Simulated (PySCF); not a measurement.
# First hyperpolarisability of `[C-]#[N+]B1C=CC=CN1[O-]`, [C$_{5}$H$_{4}$BN$_{2}$O]-, charge -1

Computed, not measured: quadratic response CAM-B3LYP/aug-cc-pVDZ first hyperpolarisability, Taylor convention, gas phase (PySCF). Geometry: PBE0-D3(BJ)/def2-SVP.

Input:
```
{"job": {"kind": "beta", "xc": "CAM-B3LYP", "basis": "aug-cc-pVDZ"}, "charge": -1, "multiplicity": 1}
C      3.979544     1.002587    -0.431556
N      2.828595     0.826952    -0.281283
B      1.397216     0.563117    -0.094370
C      0.805847    -0.803852    -0.024206
C     -0.572500    -0.942970     0.156393
C     -1.374172     0.196585     0.268343
C     -0.820010     1.472638     0.202580
N      0.505865     1.720434     0.029371
O      0.916218     2.932501    -0.017536
H      1.419473    -1.707845    -0.110267
H     -1.043430    -1.932391     0.212628
H     -2.455420     0.113713     0.410292
H     -1.413237     2.387247     0.286083
```
Coordinates are in Å.

Command: `OMP_NUM_THREADS=1 python excited_run.py task.json out`

Question: Show the output.

Answer: DR is the depolarisation ratio; parallel is 3/5 of the vector part along the dipole.
```
coarse grid: 12208 points
cycle   1  E = -402.1972585884  dE =  1.728e+00  |g| = 8.707e-01  |ddm| = 1.759e+01
cycle   2  E = -401.7845782713  dE =  4.127e-01  |g| = 1.670e+00  |ddm| = 1.014e+01
cycle   3  E = -402.3596875821  dE = -5.751e-01  |g| = 2.337e-01  |ddm| = 8.689e+00
cycle   4  E = -402.3705996390  dE = -1.091e-02  |g| = 1.169e-01  |ddm| = 9.281e-01
cycle   5  E = -402.3738073992  dE = -3.208e-03  |g| = 2.978e-02  |ddm| = 3.519e-01
cycle   6  E = -402.3740226987  dE = -2.153e-04  |g| = 8.772e-03  |ddm| = 1.120e-01
cycle   7  E = -402.3740417711  dE = -1.907e-05  |g| = 2.639e-03  |ddm| = 3.368e-02
cycle   8  E = -402.3740437886  dE = -2.017e-06  |g| = 1.601e-03  |ddm| = 1.140e-02
final grid: 121928 points
cycle   9  E = -402.4023918341  dE = -1.757e-05  |g| = 5.481e-03  |ddm| = 2.351e-01
cycle  10  E = -402.4023858242  dE =  6.010e-06  |g| = 7.794e-03  |ddm| = 3.295e-02
cycle  11  E = -402.4023981642  dE = -1.234e-05  |g| = 1.093e-03  |ddm| = 1.432e-02
cycle  12  E = -402.4023984369  dE = -2.727e-07  |g| = 1.456e-04  |ddm| = 3.203e-03
cycle  13  E = -402.4023984422  dE = -5.280e-09  |g| = 1.051e-04  |ddm| = 8.998e-04
cycle  14  E = -402.4023984447  dE = -2.509e-09  |g| = 2.688e-05  |ddm| = 3.069e-04
cycle  15  E = -402.4023984449  dE = -1.922e-10  |g| = 9.307e-06  |ddm| = 1.076e-04
converged SCF energy = -402.4023984449

Lowest singlets (eV, f): 3.2849 0.0038  3.6652 0.0006  3.8567 0.1142

First hyperpolarisability (au)
process     nm      |vector|   parallel      HRS      DR
static         -      413.59     -72.54     231.96   2.665
shg       1907.0      448.92     -81.27     257.97   2.574
eope      1907.0      424.82     -75.19          -       -
shg       1064.0      546.95     -115.3     343.12   2.295
eope      1064.0      451.60     -81.97          -       -
```

For a gas-phase anion, states above the detachment energy (about 2.3 eV, taken as minus the energy of the highest occupied orbital) lie in the continuum and depend on the basis.

It took 72 s wall time on 1 thread of an Arm Neoverse V1, shared host, peak memory 1 GiB.
